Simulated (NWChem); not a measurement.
System meant: C2H9N2 cation; SMILES NCC[NH3+]

The following NWChem deck was run.

```
start job
memory heap 200 mb stack 900 mb global 1100 mb
charge 1
geometry units angstroms noautoz
  N     -0.218815    -1.900391    -0.022142
  C      0.491308    -0.655142    -0.056583
  C     -0.535296     0.468554     0.048128
  N      0.111965     1.824958     0.016615
  H     -0.481653    -2.234644    -0.945140
  H      0.301248    -2.636521     0.444274
  H      1.170607    -0.598021     0.810971
  H      1.123632    -0.496101    -0.957293
  H     -1.249297     0.438636    -0.787305
  H     -1.098907     0.390720     0.987474
  H     -0.578846     2.584318     0.070457
  H      0.764622     1.951540     0.801942
  H      0.654658     1.965886    -0.846262
end
basis spherical
  * library def2-svp
end
dft
  odft
  mult 2
  xc xpbe96 cpbe96
  iterations 150
  mulliken
end
task dft energy
```

End of the output:

```
 Summary of "ao basis" -> "" (spherical)
 ------------------------------------------------------------------------------
       Tag                 Description            Shells   Functions and Types
 ---------------- ------------------------------  ------  ---------------------
 *                          def2-svp                  on all atoms

  pbe96 is a nonlocal functional; adding pw91lda local functional.

                                 NWChem DFT Module
                                 -----------------

 Summary of "ao basis" -> "ao basis" (spherical)
 ------------------------------------------------------------------------------
       Tag                 Description            Shells   Functions and Types
 ---------------- ------------------------------  ------  ---------------------
 N                          def2-svp                 6       14   3s2p1d
 C                          def2-svp                 6       14   3s2p1d
 H                          def2-svp                 3        5   2s1p

 Summary of "ao basis" -> "ao basis" (spherical)
 ------------------------------------------------------------------------------
       Tag                 Description            Shells   Functions and Types
 ---------------- ------------------------------  ------  ---------------------
 N                          def2-svp                 6       14   3s2p1d
 C                          def2-svp                 6       14   3s2p1d
 H                          def2-svp                 3        5   2s1p

  number of electrons :                   34
  multiplicity        :                    2
 ------------------------------------------------------------------------
  no. of electrons and multiplicity not compatible                  34
 ------------------------------------------------------------------------
 ------------------------------------------------------------------------
  current input line :
    29: task dft energy
 ------------------------------------------------------------------------
 ------------------------------------------------------------------------
 There is an error in the input file
 ------------------------------------------------------------------------
 For more information see the NWChem manual at https://nwchemgit.github.io

0: no. of electrons and multiplicity not compatible:Received an Error in Communication
```

Task: What is wrong, and how is it mended?

Result: The input was rejected before any calculation. Cause: the multiplicity doesn't fit the number of electrons (an even count wants an odd multiplicity, and the reverse). This input runs:
```
start job
memory heap 200 mb stack 900 mb global 1100 mb
charge 1
geometry units angstroms noautoz
  N     -0.218815    -1.900391    -0.022142
  C      0.491308    -0.655142    -0.056583
  C     -0.535296     0.468554     0.048128
  N      0.111965     1.824958     0.016615
  H     -0.481653    -2.234644    -0.945140
  H      0.301248    -2.636521     0.444274
  H      1.170607    -0.598021     0.810971
  H      1.123632    -0.496101    -0.957293
  H     -1.249297     0.438636    -0.787305
  H     -1.098907     0.390720     0.987474
  H     -0.578846     2.584318     0.070457
  H      0.764622     1.951540     0.801942
  H      0.654658     1.965886    -0.846262
end
basis spherical
  N library def2-svp
  C library def2-svp
  H library def2-svp
end
dft
  xc xpbe96 cpbe96
  iterations 150
  mulliken
end
task dft energy
```
It converges to -190.48907 Ha (PBE/def2-SVP).
